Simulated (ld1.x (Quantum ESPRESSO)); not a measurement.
Varying the TM potential for silver

Base potential:

ld1.x (Quantum ESPRESSO) 7.5 input, shortened:

```
&input
   title='Ag', zed=47., rel=1, dft='PBE', iswitch=3,
   config='[Kr] 4d10 5s1 5p0'
 /
 &inputp
   pseudotype=2, tm=.true., lloc=-2, rcloc=1.90,
   nlcc=.false.
 /
3
5S  1  0   1.00   0.00  2.65  2.65  0.0
5P  2  1   0.00   0.00  2.70  2.70  0.0
4D  3  2  10.00   0.00  1.95  1.95  0.0
 &test
   configts(1)='4d10 5s1 5p0'
 /
```

Cutoffs, loose and tight: the cutoffs (Ry, on a coarse ladder) from which the occupation-weighted sum of valence levels, in a spherical-Bessel basis at the reference potential, stays within 10 and 1 mRy of its value at 400 Ry. They do not see the model core or the augmentation charge, which bear on the density cutoff. Test errors are all-electron minus pseudo excitation energies from the reference, over the configurations 4d10 5s0 5p0; 4d9 5s0 5p0; 4d8 5s0 5p0; 4d10 5s0 5p1; 4d9 5s2 5p0; 4d9 5s1 5p1; 4d7 5s0 5p0. A dash means not determined; rows that change the core or the reference have their own tests. The largest error is taken over the tests solved by every variant that gives reliable tests at all: 4d10 5s0 5p0; 4d10 5s0 5p1; 4d7 5s0 5p0; 4d8 5s0 5p0; 4d9 5s0 5p0; 4d9 5s2 5p0.

A true bound ghost makes a file unfit for plane-wave use even where its test errors are small: the radial tests pick states by their node count and pass the ghost by. Where a test does run into it, the solver fails or the error is huge.

| change | outcome | cutoff, loose | cutoff, tight | bound ghosts | largest test error (meV) |
| --- | --- | --- | --- | --- | --- |
| base | generated | 55 Ry | 90 Ry | none | -572 |
| local potential all-electron potential smoothed inside 1.14 bohr (lloc = -2) | generated | 55 Ry | 90 Ry | s, p | -320 |
| local potential all-electron potential smoothed inside 1.42 bohr (lloc = -2) | generated | 55 Ry | 90 Ry | s | -359 |
| local potential all-electron potential smoothed inside 1.74 bohr (lloc = -2) | generated | 55 Ry | 90 Ry | none | -469 |
| local potential all-electron potential smoothed inside 2.18 bohr (lloc = -2) | generated | 55 Ry | 90 Ry | none | -756 |
| local potential all-electron potential smoothed inside 2.74 bohr (lloc = -2) | generated | 55 Ry | 90 Ry | none | -1242 |
| local potential all-electron potential smoothed inside 3.18 bohr (lloc = -2) | generated | 55 Ry | 90 Ry | none | -1636 |

Q: What comes out with this change to the base: local potential all-electron potential smoothed inside 2.44 bohr (lloc = -2)?

A: outcome: generated; cutoff, loose: 55 Ry; cutoff, tight: 90 Ry; bound ghosts: none; largest test error (meV): -1005.

Reading the sweep of the rcloc (base included, trends over the rows without a ghost): The loose cutoff stays near 55 Ry. The median size of the test errors (rows with all tests solved) rises from 14.5 meV at 1.74 to 135.9 meV at 3.18 bohr. Bound ghosts are found at 1.14, 1.42 bohr.
